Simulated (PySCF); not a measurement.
**Potential energy of SeCl along the bond**

Set-up: basis Se def2-TZVPP, Cl def2-TZVPP; no relativity; PySCF 2.14. Energies in eV from Se + Cl in their ground configurations at the same level. State: ²Π (doublet), unpaired electrons π ↑.

```
R (Å)    TPSS
1.828  -1.578
1.913  -2.333
1.998  -2.752
2.062  -2.909
2.126  -2.967
2.190  -2.951
2.275  -2.847
2.381  -2.628
2.509  -2.294
2.679  -1.807
```

Problem. Put a parabola through the three lowest points of the TPSS curve and estimate Re, k and ωe (reduced mass 24.33 u; 1 eV/Å² = 0.16022 mdyn/Å; ωe = 1302.8·√(k/μ) cm⁻¹).

Solution. Through R = 2.062, 2.126, 2.19 Å the second-order coefficient is 9.03 eV/Å², so Re ≈ 2.144 Å, k ≈ 2.89 mdyn/Å and ωe ≈ 449 cm⁻¹. A polynomial fit of higher order to the unrounded TPSS energies gives Re = 2.142 Å, k = 2.70 mdyn/Å, ωe = 434 cm⁻¹; anharmonicity and rounding make the difference.

The higher-order fit for each curve: TPSS: Re = 2.142 Å, ωe = 434 cm⁻¹, De = 2.97 eV.

Spin–orbit coupling is left out. The state was picked by a PBE0 search and need not be the measured ground state.
